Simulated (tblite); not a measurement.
Compound: C₁₃H₁₂N₃ (charge +1).
Atom-mapped SMILES: `[C-:1]#[N+:2][c:3]1[cH:4][c:5](/[CH:6]=[CH:7]/[n:8]2[cH:9][cH:10][cH:11][cH:12]2)[cH:13][cH:14][n+:15]1[CH3:16]` (hydrogens: H17 on C4; H18 on C6; H19 on C7; H20 on C9; H21 on C10; H22 on C11; H23 on C12; H24 on C13; H25 on C14; H26, H27, H28 on C16)
Bond orders are those of one Lewis drawing.

Computed with GFN2-xTB (tblite), gas phase: L-BFGS steps from a force-field or distance-geometry start until the largest atomic force falls under 0.01 eV/Å.

Step 64: E = -1149.2579 eV
```
atom  x, y, z in Å  |  force x, y, z in eV/Å
C1      3.8393    1.9664   -2.0933    0.000  -0.026   0.031
N2      3.3134    1.2924   -1.2963    0.060   0.002   0.010
C3      2.6596    0.5253   -0.3907    0.002   0.025   0.014
C4      1.2861    0.5359   -0.3448   -0.001  -0.012  -0.007
C5      0.5912   -0.2589    0.5914   -0.020  -0.016  -0.040
C6     -0.8198   -0.3133    0.6922   -0.004   0.014   0.016
C7     -1.6877    0.2320   -0.2074    0.003  -0.036  -0.018
N8     -3.0275    0.1920   -0.1237    0.010  -0.051   0.026
C9     -3.7961   -0.2735    0.9309   -0.022   0.011   0.025
C10    -5.1015   -0.1394    0.6051   -0.034  -0.012  -0.039
C11    -5.1618    0.4171   -0.7137    0.011   0.002  -0.027
C12    -3.8896    0.6116   -1.1276    0.054   0.008   0.050
C13     1.4000   -1.0345    1.4601    0.000   0.016  -0.041
C14     2.7593   -0.9990    1.3643    0.002  -0.005   0.014
N15     3.4021   -0.2349    0.4572   -0.012  -0.004   0.000
C16     4.8467   -0.2136    0.3949   -0.003  -0.007  -0.013
H17     0.7609    1.1759   -1.0352    0.030  -0.006  -0.002
H18    -1.2086   -0.8612    1.5369   -0.006   0.001  -0.004
H19    -1.3148    0.7127   -1.1030   -0.029   0.020  -0.011
H20    -3.3627   -0.6434    1.8370    0.033   0.020  -0.027
H21    -5.9408   -0.4015    1.2158   -0.031  -0.002  -0.002
H22    -6.0527    0.6296   -1.2667   -0.043   0.018   0.000
H23    -3.5097    1.0013   -2.0521   -0.009  -0.005   0.042
H24     0.9338   -1.6754    2.1925    0.044   0.049  -0.004
H25     3.3844   -1.5893    2.0149    0.002  -0.028   0.038
H26     5.1935   -0.4113   -0.6197   -0.030  -0.004  -0.038
H27     5.2468   -0.9758    1.0582    0.034   0.004   0.005
H28     5.2353    0.7602    0.7001   -0.043   0.023   0.001
```

Step 65: E = -1149.2596 eV
```
atom  x, y, z in Å  |  force x, y, z in eV/Å
C1      3.8408    1.9415   -2.1131    0.036   0.017  -0.018
N2      3.3170    1.2754   -1.3092    0.007  -0.049   0.072
C3      2.6612    0.5164   -0.3973   -0.003   0.033   0.005
C4      1.2876    0.5260   -0.3541    0.000   0.001  -0.009
C5      0.5916   -0.2611    0.5879   -0.004   0.001  -0.047
C6     -0.8193   -0.3132    0.6866    0.010   0.001   0.021
C7     -1.6894    0.2346   -0.2091    0.014  -0.019   0.001
N8     -3.0288    0.1915   -0.1216    0.031  -0.039   0.019
C9     -3.7976   -0.2907    0.9262    0.019   0.003   0.016
C10    -5.1024   -0.1504    0.6008   -0.016  -0.020  -0.006
C11    -5.1616    0.4293   -0.7074   -0.012  -0.002  -0.018
C12    -3.8900    0.6299   -1.1182    0.057  -0.010   0.060
C13     1.3997   -1.0294    1.4645   -0.016   0.016  -0.039
C14     2.7590   -0.9936    1.3709    0.004  -0.003  -0.006
N15     3.4021   -0.2355    0.4589   -0.020  -0.004  -0.010
C16     4.8460   -0.2077    0.4009    0.010  -0.003  -0.010
H17     0.7630    1.1614   -1.0497    0.035  -0.020   0.001
H18    -1.2064   -0.8623    1.5305   -0.026  -0.015   0.014
H19    -1.3202    0.7277   -1.1000   -0.030   0.002  -0.002
H20    -3.3632   -0.6791    1.8254    0.012   0.038  -0.062
H21    -5.9402   -0.4240    1.2078   -0.052  -0.001  -0.002
H22    -6.0522    0.6521   -1.2549   -0.072   0.027  -0.021
H23    -3.5103    1.0332   -2.0365   -0.003   0.002   0.035
H24     0.9337   -1.6635    2.2033    0.041   0.052  -0.018
H25     3.3842   -1.5802    2.0249    0.001  -0.021   0.046
H26     5.1993   -0.4060   -0.6108   -0.034  -0.018  -0.060
H27     5.2479   -0.9642    1.0682    0.045  -0.014   0.023
H28     5.2277    0.7692    0.7023   -0.032   0.043   0.017
```

Step 66: E = -1149.2614 eV
```
atom  x, y, z in Å  |  force x, y, z in eV/Å
C1      3.8441    1.9212   -2.1267    0.050   0.031  -0.034
N2      3.3217    1.2610   -1.3174   -0.022  -0.056   0.085
C3      2.6627    0.5089   -0.4020   -0.007   0.022   0.008
C4      1.2892    0.5171   -0.3619    0.013   0.015  -0.015
C5      0.5920   -0.2638    0.5838    0.016   0.011  -0.030
C6     -0.8187   -0.3137    0.6807    0.022  -0.016   0.024
C7     -1.6906    0.2362   -0.2112    0.011   0.004   0.025
N8     -3.0296    0.1900   -0.1190    0.037  -0.019   0.011
C9     -3.7993   -0.3039    0.9225    0.035  -0.007  -0.007
C10    -5.1039   -0.1592    0.5966   -0.002  -0.031   0.043
C11    -5.1613    0.4388   -0.7024   -0.029  -0.001  -0.015
C12    -3.8891    0.6440   -1.1085    0.020  -0.015   0.025
C13     1.3992   -1.0248    1.4679   -0.006   0.014  -0.033
C14     2.7590   -0.9897    1.3770    0.001  -0.011  -0.015
N15     3.4018   -0.2373    0.4605   -0.009  -0.002  -0.021
C16     4.8450   -0.2027    0.4044    0.024   0.000   0.000
H17     0.7659    1.1489   -1.0611    0.024  -0.017  -0.014
H18    -1.2050   -0.8643    1.5229   -0.042  -0.033   0.036
H19    -1.3271    0.7423   -1.0972   -0.020  -0.015  -0.003
H20    -3.3634   -0.7058    1.8146    0.003   0.033  -0.047
H21    -5.9413   -0.4413    1.2003   -0.056   0.003  -0.006
H22    -6.0525    0.6702   -1.2449   -0.074   0.032  -0.035
H23    -3.5098    1.0571   -2.0218    0.008   0.015   0.018
H24     0.9347   -1.6510    2.2140    0.023   0.042  -0.023
H25     3.3839   -1.5742    2.0341   -0.013   0.000   0.037
H26     5.2021   -0.4010   -0.6058   -0.037  -0.027  -0.064
H27     5.2508   -0.9540    1.0751    0.046  -0.018   0.027
H28     5.2188    0.7781    0.7026   -0.019   0.045   0.023
```

Step 67: E = -1149.2628 eV
```
atom  x, y, z in Å  |  force x, y, z in eV/Å
C1      3.8490    1.8878   -2.1520    0.033   0.011  -0.007
N2      3.3254    1.2381   -1.3345   -0.019  -0.037   0.070
C3      2.6639    0.4974   -0.4113    0.013   0.009   0.011
C4      1.2907    0.5044   -0.3745    0.006   0.016  -0.015
C5      0.5922   -0.2662    0.5787    0.030   0.019  -0.014
C6     -0.8182   -0.3150    0.6749    0.031  -0.031   0.027
C7     -1.6914    0.2404   -0.2117    0.000   0.027   0.034
N8     -3.0298    0.1894   -0.1163    0.008   0.002  -0.009
C9     -3.7997   -0.3267    0.9150    0.041  -0.016  -0.022
C10    -5.1047   -0.1745    0.5921    0.013  -0.008   0.011
C11    -5.1618    0.4550   -0.6946   -0.044  -0.026   0.039
C12    -3.8889    0.6678   -1.0951   -0.015  -0.032   0.024
C13     1.3986   -1.0167    1.4728    0.006   0.007  -0.018
C14     2.7586   -0.9826    1.3853    0.007  -0.003  -0.037
N15     3.4015   -0.2388    0.4616    0.013  -0.007  -0.017
C16     4.8451   -0.1947    0.4118    0.026   0.005   0.001
H17     0.7686    1.1273   -1.0821    0.018  -0.016  -0.020
H18    -1.2058   -0.8695    1.5135   -0.037  -0.042   0.046
H19    -1.3337    0.7640   -1.0901   -0.009  -0.033   0.001
H20    -3.3617   -0.7525    1.7965   -0.025   0.055  -0.081
H21    -5.9419   -0.4709    1.1907   -0.035   0.015  -0.030
H22    -6.0545    0.7008   -1.2308   -0.031   0.021  -0.012
H23    -3.5101    1.0994   -2.0008    0.006   0.010   0.041
H24     0.9364   -1.6324    2.2287    0.000   0.034  -0.031
H25     3.3825   -1.5622    2.0490   -0.025   0.026   0.021
H26     5.2082   -0.3954   -0.5967   -0.040  -0.022  -0.032
H27     5.2543   -0.9387    1.0894    0.034  -0.004   0.010
H28     5.2065    0.7923    0.7075   -0.006   0.020   0.011
```

**Question.** Estimate the geometry and energy of step 68. (The exact step hangs on the optimiser's Hessian estimate; all steps are aligned on step 67, rigid shifts and turns removed.)

**Answer.** E = -1149.2637 eV, largest force 0.076 eV/Å
```
atom  x, y, z in Å  |  force x, y, z in eV/Å
C1      3.8555    1.8875   -2.1442    0.041   0.023  -0.022
N2      3.3286    1.2371   -1.3296   -0.021  -0.020   0.046
C3      2.6643    0.4960   -0.4100    0.007  -0.007   0.014
C4      1.2913    0.5028   -0.3756    0.007   0.010  -0.012
C5      0.5925   -0.2678    0.5765    0.017   0.012   0.015
C6     -0.8178   -0.3175    0.6729    0.006  -0.032   0.016
C7     -1.6916    0.2403   -0.2116    0.014   0.040   0.048
N8     -3.0296    0.1882   -0.1152   -0.005   0.012  -0.017
C9     -3.8003   -0.3250    0.9143   -0.001  -0.024  -0.024
C10    -5.1056   -0.1740    0.5915    0.013  -0.021   0.051
C11    -5.1623    0.4534   -0.6943   -0.036   0.001  -0.004
C12    -3.8880    0.6657   -1.0922   -0.062  -0.008  -0.044
C13     1.3989   -1.0156    1.4723    0.023  -0.003   0.010
C14     2.7590   -0.9843    1.3862    0.016  -0.007  -0.035
N15     3.4014   -0.2419    0.4612    0.028  -0.020  -0.001
C16     4.8448   -0.1942    0.4085    0.019   0.006   0.010
H17     0.7700    1.1249   -1.0831    0.005   0.003  -0.041
H18    -1.2089   -0.8757    1.5081   -0.010  -0.037   0.039
H19    -1.3380    0.7721   -1.0864    0.010  -0.042  -0.008
H20    -3.3597   -0.7464    1.7927    0.000  -0.001   0.029
H21    -5.9448   -0.4676    1.1885   -0.027   0.006  -0.015
H22    -6.0557    0.6995   -1.2304   -0.006   0.017  -0.010
H23    -3.5077    1.0944   -1.9971    0.013   0.036  -0.006
H24     0.9399   -1.6251    2.2341   -0.030   0.013  -0.029
H25     3.3813   -1.5647    2.0518   -0.033   0.047  -0.001
H26     5.2030   -0.3942   -0.6027   -0.026  -0.010   0.002
H27     5.2594   -0.9364    1.0860    0.022   0.009  -0.007
H28     5.1989    0.7958    0.7048    0.017  -0.004  -0.007
```

The energy changes by -0.0009 eV. The first-order estimate −F·Δx gives -0.0023 eV and the mean of the old and new forces, exact on a quadratic surface, -0.0009 eV. The step makes an angle of 71° with the force vector and moves no atom by more than 0.010 Å.

The cost below is that of the whole relaxation. Time: 1.8 s of wall time. Hardware: one thread, Arm Neoverse V1 (aarch64), shared host with 32 logical CPUs at a one-minute load of 9.2.
